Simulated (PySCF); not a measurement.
# Computed structure and properties of PmF3(NH3)

System: PmF3(NH3) (singlet in the valence; each metal's 4f electrons, 4 of them, lie in its core potential, out of spins and levels); start: template (C3v). Method: PySCF 2.14.0, RKS PBE0, Pm lcecp-1-SVP with ECP50, F def2-SVP, N def2-SVP, H def2-SVP; non-relativistic Hamiltonian with scalar-relativistic core potentials where named; density fitting; no spin-orbit coupling.

Input of the relaxation:

```python
mol = gto.M(atom='''
Pm     0.01129    -0.01129     0.01129
F      1.24759     1.22501     1.24759
F     -1.22501    -1.24759     1.24759
F      1.24759    -1.24759    -1.22501
N     -1.47251     1.47251    -1.47251
H     -2.08571     2.08571    -0.93541
H     -0.93541     2.08571    -2.08571
H     -2.08571     0.93541    -2.08571''',
    basis={'Pm': 'lcecp-1-SVP', 'F': 'def2-SVP', 'N': 'def2-SVP', 'H': 'def2-SVP'},
    ecp={'Pm': 'lcecp-1-SVP'},
    charge=0, spin=0)
mf = dft.RKS(mol, xc='PBE0')
mf.grids.atom_grid = (50, 194)  # f atoms: unpruned, at least (60, 302)
mf = mf.density_fit()  # fitting sets: Pm AutoAux, F def2-universal-JKFIT, N def2-universal-JKFIT, H def2-universal-JKFIT
mf.conv_tol = 1e-08; mf.max_cycle = 55
mf.kernel(dm0)  # dm0: converged density of the start geometry
# quasi-Newton relaxation in Cartesian coordinates to a largest gradient under 0.00045 Eh/bohr, steps kept in the point group
```

Run from Python with OMP_NUM_THREADS=2; the lines above give its settings. Where DIIS fails, smearing, a level shift and second-order steps follow.
It took 44 s on 2 threads of Arm Neoverse V1, with other jobs on the host, from the converged density of the start.

Course of the relaxation:

| step | energy above end (eV) | largest force component within the symmetry (eV/Å) |
| --- | --- | --- |
| 0 | 0.2444 | 1.263 |
| 1 | 0.1022 | 0.659 |
| 2 | 0.0557 | 0.228 |
| 3 | 0.0268 | 0.213 |
| 4 | 0.0062 | 0.065 |
| 5 | 0.0052 | 0.051 |
| 6 | 0.0011 | 0.035 |
| 7 | 0.0004 | 0.039 |
| 8 | 0.0002 | 0.022 |
| 9 | 0.0001 | 0.016 |
| 10 | 0.0000 | 0.009 |

Relaxed geometry (C3v):

```xyz
8

Pm    0.1178   -0.1178    0.1178
F     1.1100    1.4325    1.1100
F    -1.4325   -1.1100    1.1100
F     1.1100   -1.1100   -1.4325
N    -1.3827    1.3827   -1.3827
H    -1.9926    1.9926   -0.8352
H    -0.8352    1.9926   -1.9926
H    -1.9926    0.8352   -1.9926
```

| contact | Å |
| --- | --- |
| Pm1–F2 (F) | 2.091 |
| Pm1–F3 (F) | 2.091 |
| Pm1–F4 (F) | 2.091 |
| Pm1–N5 (NH3) | 2.599 |

On the finer grid (75, 302):

* HOMO: -9.21 eV
* LUMO: -0.80 eV
* Dipole about the centre of mass: 5.69 D
* Set of Mulliken populations of Pm1 outside the core potential: s 2.14, p 6.31, d 1.25, f 0.11
* D3(BJ) dispersion energy (not in the energies): -0.108 eV

```json
{"atom": "Pm1", "Mulliken (e)": "1.20", "Löwdin (e)": "0.73", "spin (e)": "0.00"}
{"atom": "F2", "Mulliken (e)": "-0.47", "Löwdin (e)": "-0.34", "spin (e)": "0.00"}
{"atom": "F3", "Mulliken (e)": "-0.47", "Löwdin (e)": "-0.34", "spin (e)": "0.00"}
{"atom": "F4", "Mulliken (e)": "-0.47", "Löwdin (e)": "-0.34", "spin (e)": "0.00"}
{"atom": "N5", "Mulliken (e)": "-0.31", "Löwdin (e)": "-0.03", "spin (e)": "0.00"}
{"atom": "H6", "Mulliken (e)": "0.17", "Löwdin (e)": "0.11", "spin (e)": "0.00"}
{"atom": "H7", "Mulliken (e)": "0.17", "Löwdin (e)": "0.11", "spin (e)": "0.00"}
{"atom": "H8", "Mulliken (e)": "0.17", "Löwdin (e)": "0.11", "spin (e)": "0.00"}
```

The 4f levels lie in the core potential and are missing. Their spin isn't counted.

On the grid (50, 194), as all that follows. Harmonic modes: a minimum within the noise of the softest modes; lowest 34 cm⁻¹ (negative: unstable), highest 3618 cm⁻¹, zero-point energy 1.155 eV.

Taking off one F (charge -1, singlet; the rest: singlet) in vacuum, both parts rigid, costs 10.78 eV; the small basis without counterpoise inflates it. Most of it is the attraction of opposite charges; other ways to part are cheaper, and one spin state was tried for the rest.

Rigid scan of F along the line from its metal:

(distance to F2 (Å), energy (eV)): (1.79, 1.292), (1.89, 0.491), (1.99, 0.106), (2.09, 0.000), (2.19, 0.080), (2.29, 0.279), (2.49, 0.866), (2.79, 1.889), (3.19, 3.149), (3.69, 4.355)

Taking off one NH3 (charge 0, singlet; the rest: singlet) in vacuum, both parts rigid, costs 1.48 eV; the small basis without counterpoise inflates it.

Rigid scan of NH3 along the line from its metal:

distance to N5 (Å), energy (eV) and a bar:
```
     2.30      0.319 ##########
     2.40      0.123 ####
     2.50      0.027 #
     2.60      0.000 
     2.70      0.019 #
     2.80      0.069 ##
     3.00      0.215 ######
     3.30      0.465 ##############
     3.70      0.754 ######################
     4.20      1.007 ##############################
```

One start shape was tried, so this needn't be the lowest isomer.

An lcecp potential fixes the number of 4f electrons, so in runs with it no electron can move into or out of that shell.
